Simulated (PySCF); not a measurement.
# Assignment exercise: C8H10Si

Geometry:
```tsv
atom	x (Å)	y (Å)	z (Å)
C1	4.501	2.064	0.437
C2	3.207	1.408	0.390
C3	2.121	0.860	0.364
C4	0.850	0.219	0.294
C5	0.132	-0.213	1.367
Si6	-1.451	-0.977	0.722
C7	-3.026	-0.135	1.304
C8	-0.978	-0.622	-1.059
C9	0.224	-0.015	-1.043
H10	5.086	1.856	-0.473
H11	4.387	3.157	0.518
H12	5.089	1.724	1.304
H13	0.507	-0.088	2.384
H14	-1.535	-2.446	1.007
H15	-3.907	-0.560	0.799
H16	-3.159	-0.265	2.388
H17	-2.985	0.943	1.085
H18	-1.505	-0.832	-1.993
H19	0.763	0.313	-1.937
```

Averaged over atoms made equivalent by symmetry, fast rotation or ring inversion, one conformer, no solvent model, non-relativistic Hamiltonian. Geometry: PBE0-D3(BJ)/def2-SVP; shielding tensors at PBE0/pcSseg-1 (GIAO); PySCF 2.14.0 with density-fitted response routines.

δ = σ(ref) − σ, references computed at the same level: TMS for ¹³C and ¹H.

**Question.** Assign these signals to the numbered atoms. ¹³C{¹H} NMR (computed): δ 159.9, 149.7, 141.2, 136.7, 97.7, 85.5, 5.7, -6.1.

**Answer.** 
| δ (ppm) | atoms | environment | reason |
| --- | --- | --- | --- |
| 159.9 | C9 | alkene CH | an sp2 carbon of a C=C bond |
| 149.7 | C4 | fully substituted alkene carbon | an sp2 carbon of a C=C bond |
| 141.2 | C5 | alkene CH | an sp2 carbon of a C=C bond |
| 136.7 | C8 | alkene CH | – |
| 97.7 | C2 | alkyne carbon | sp carbons lie upfield of alkene carbons because the cylindrical π system leaves one tensor component strongly shielded |
| 85.5 | C3 | alkyne carbon | – |
| 5.7 | C1 | propargylic methyl carbon | aliphatic region, no heteroatom directly attached |
| -6.1 | C7 | methyl carbon bonded to Si | an electropositive neighbour leaves it electron-rich and shielded |

**Question.** Assign these signals to the numbered atoms. ¹H NMR (400 MHz, computed): δ 6.94 (d, 1H), 6.42 (d, 1H), 6.29 (m, 1H), 4.76 (m, 1H), 2.11 (s, 3H), 0.30 (d, 3H).

**Answer.** 
6.94 → H19, hydrogen on an alkene CH: olefinic region
6.42 → H13, hydrogen on an alkene CH
6.29 → H18, hydrogen on an alkene CH
4.76 → H14, hydrogen on a silicon bonded to 3 C, in a 5-membered ring
2.11 → H10/H11/H12, hydrogen on a propargylic methyl carbon
0.30 → H15/H16/H17, hydrogen on a methyl carbon bonded to Si: an electropositive neighbour shields it, as in TMS itself

Shifts are as computed. Against solution values, carbons near 30 ppm lie about +2 ppm off and those near 130 ppm about +5 ppm. Of 1309 compounds with measured shifts, 239 miss one by over three times the rms of a fit or turn the order of signals round; such compounds aren't used in these exercises. Multiplicities follow the n + 1 count of equivalent neighbours, as no J values were calculated; m marks all less simple cases, F and P coupling included.
